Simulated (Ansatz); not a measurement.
Input file for Ansatz (a first-principles code): U-PBE0/def2-TZVPP on ZrGa, 2S+1 = 2, a spin state set in the input, which need not be the lowest. Elements past Kr take the def2 small-core potentials; no spin–orbit coupling.

Ansatz 0.2 input:
```yaml
crystal:
  periodic: [false, false, false]
  atoms:
    - {symbol: Zr, position_ang: [0.00000000, 0.00000000, 0.00000000]}
    - {symbol: Ga, position_ang: [0.00000000, 0.00000000, 2.82100000]}
basis:
  gaussian:
    orbitals: def2-TZVPP
hamiltonian:
  xc: {name: PBE0}
magnetization: {spin_polarized: true, initial_magnetization: 1}
relax: {f_tol: 0.002, max_steps: 120}
```

Output:

```
WARN ansatz: RAYON_NUM_THREADS=1 ignored (pool sized by the plan → 1); use --threads N
Functional definition: PBE0
integrals: 0.03 GiB planned
803 factors; their error is unknown
mean field: 0.45 GiB planned
mean field evaluation 1: about -53645.3936 eV, gradient 1.4e1 eV
mean field evaluation 2: about -53644.7317 eV, gradient 1.8e1 eV
mean field evaluation 4: about -53646.2437 eV, gradient 1.3e0 eV
mean field evaluation 8: about -53646.2815 eV, gradient 1.7e-1 eV
mean field evaluation 16: about -53646.3573 eV, gradient 5.1e-2 eV
mean field evaluation 32: about -53646.8743 eV, gradient 4.1e-3 eV
mean field evaluation 64: about -53646.8743 eV, gradient 4.9e-9 eV
mean field evaluation 96: about -53646.5231 eV, gradient 4.6e-2 eV
mean field evaluation 128: about -53646.5270 eV, gradient 5.2e-2 eV
mean field evaluation 160: about -53646.7364 eV, gradient 5.8e-3 eV
mean field evaluation 192: about -53646.8235 eV, gradient 2.5e-2 eV
mean field evaluation 224: about -53646.9142 eV, gradient 3.5e-1 eV
mean field evaluation 256: about -53646.4822 eV, gradient 1.5e-1 eV
mean field evaluation 288: about -53646.9077 eV, gradient 1.5e-1 eV
mean field evaluation 320: about -53646.9193 eV, gradient 6.8e-4 eV
mean field evaluation 352: about -53646.7144 eV, gradient 7.0e-1 eV
mean field evaluation 384: about -53646.5653 eV, gradient 3.7e-3 eV
mean field evaluation 416: about -53646.8288 eV, gradient 5.0e-1 eV
mean field evaluation 448: about -53646.9076 eV, gradient 1.7e-1 eV
mean field evaluation 480: about -53646.9089 eV, gradient 1.0e-1 eV
mean field evaluation 512: about -53646.7908 eV, gradient 4.7e-1 eV
mean field -53646.91934268 eV, -1971.4879226556 hartree, gradient 3.2e-6 eV, S^2 2.272067; 22 other end points of the search recorded, 0 dependent functions left out
the calculation of the forces begins
reference -53646.91936709 eV, -1971.4879235525 hartree; 22, 21 occupied and 82, 83 virtual orbitals, 803 factors
relax step   1: F+E_penalty+E_count = -53646.91934268 eV  Δ(F+E_penalty+E_count) = +0.000e0 eV  max|allowed force component| = 6.687e-1 eV/Å  Δτ_max = 0.0000 Å  (1921 SCF iters, accepted)
these checks for a lower state are left out or cut short: starts, cluster_reference, orbital_swaps, neighbouring_geometries, increment
integrals: 0.03 GiB planned
803 factors; their error is unknown
mean field: 0.45 GiB planned
mean field evaluation 544: about -53646.8895 eV, gradient 1.0e-3 eV
mean field -53646.96732410 eV, -1971.4896859401 hartree, gradient 5.2e-6 eV, S^2 2.304402; 1 other end points of the search recorded, 0 dependent functions left out
the calculation of the forces begins
reference -53646.96734838 eV, -1971.4896868324 hartree; 22, 21 occupied and 82, 83 virtual orbitals, 803 factors
relax step   2: F+E_penalty+E_count = -53646.96732410 eV  Δ(F+E_penalty+E_count) = -4.798e-2 eV  max|allowed force component| = 2.859e-1 eV/Å  Δτ_max = 0.0489 Å  (184 SCF iters, accepted)
these checks for a lower state are left out or cut short: starts, cluster_reference, orbital_swaps, neighbouring_geometries, increment
integrals: 0.03 GiB planned
803 factors; their error is unknown
mean field: 0.45 GiB planned
mean field evaluation 576: about -53646.8722 eV, gradient 2.0e-8 eV
mean field -53646.97421634 eV, -1971.4899392254 hartree, gradient 5.3e-6 eV, S^2 2.332957; 1 other end points of the search recorded, 0 dependent functions left out
the calculation of the forces begins
reference -53646.97424055 eV, -1971.4899401149 hartree; 22, 21 occupied and 82, 83 virtual orbitals, 803 factors
relax step   3: F+E_penalty+E_count = -53646.97421634 eV  Δ(F+E_penalty+E_count) = -6.892e-3 eV  max|allowed force component| = 1.159e-1 eV/Å  Δτ_max = 0.0365 Å  (266 SCF iters, accepted)
these checks for a lower state are left out or cut short: starts, cluster_reference, orbital_swaps, neighbouring_geometries, increment
integrals: 0.03 GiB planned
803 factors; their error is unknown
mean field: 0.45 GiB planned
mean field -53646.97529724 eV, -1971.4899789475 hartree, gradient 5.2e-6 eV, S^2 2.324375; 1 other end points of the search recorded, 0 dependent functions left out
the calculation of the forces begins
reference -53646.97532146 eV, -1971.4899798378 hartree; 22, 21 occupied and 82, 83 virtual orbitals, 803 factors
relax step   4: F+E_penalty+E_count = -53646.97529724 eV  Δ(F+E_penalty+E_count) = -1.081e-3 eV  max|allowed force component| = 1.161e-2 eV/Å  Δτ_max = 0.0105 Å  (185 SCF iters, accepted)
these checks for a lower state are left out or cut short: starts, cluster_reference, orbital_swaps, neighbouring_geometries, increment
integrals: 0.03 GiB planned
803 factors; their error is unknown
mean field: 0.45 GiB planned
mean field evaluation 608: about -53646.9753 eV, gradient 2.0e-5 eV
mean field -53646.97530881 eV, -1971.4899793727 hartree, gradient 5.6e-6 eV, S^2 2.325168; 1 other end points of the search recorded, 0 dependent functions left out
the calculation of the forces begins
reference -53646.97533303 eV, -1971.4899802629 hartree; 22, 21 occupied and 82, 83 virtual orbitals, 803 factors
relax step   5: F+E_penalty+E_count = -53646.97530881 eV  Δ(F+E_penalty+E_count) = -1.157e-5 eV  max|allowed force component| = 7.844e-5 eV/Å  Δτ_max = 0.0010 Å  (128 SCF iters, accepted)
integrals: 0.03 GiB planned
803 factors; their error is unknown
mean field: 0.45 GiB planned
mean field evaluation 640: about -53646.6373 eV, gradient 5.3e-2 eV
mean field evaluation 672: about -53646.2673 eV, gradient 2.9e0 eV
mean field evaluation 704: about -53646.6024 eV, gradient 7.9e-4 eV
mean field evaluation 736: about -53646.5608 eV, gradient 4.2e-1 eV
mean field evaluation 768: about -53646.6208 eV, gradient 2.6e-1 eV
mean field evaluation 800: about -53646.8726 eV, gradient 2.9e-1 eV
mean field evaluation 832: about -53646.6375 eV, gradient 1.9e-3 eV
mean field evaluation 864: about -53646.6785 eV, gradient 5.7e-1 eV
mean field evaluation 896: about -53646.8796 eV, gradient 1.4e-2 eV
mean field evaluation 928: about -53646.9111 eV, gradient 2.0e0 eV
mean field -53646.97530881 eV, -1971.4899793727 hartree, gradient 5.6e-6 eV, S^2 2.325168; 18 other end points of the search recorded, 0 dependent functions left out
the calculation of the forces begins
reference -53646.97533303 eV, -1971.4899802629 hartree; 22, 21 occupied and 82, 83 virtual orbitals, 803 factors
Total energy: -53646.97533303 eV, -1971.4899802629 hartree
Atom 0 at    -0.000000     0.000000     0.075901 Å, force    -0.000000     0.000000     0.000078 eV/Å
Atom 1 at     0.000000    -0.000000     2.745099 Å, force     0.000000    -0.000000    -0.000078 eV/Å
Dipole moment:    -0.000000     0.000000    -0.298766 e Å
```

The run converged. Its determinant has ⟨S²⟩ = 2.33, a mixture of spin states.

Cost: around 4 core-minutes (rough).
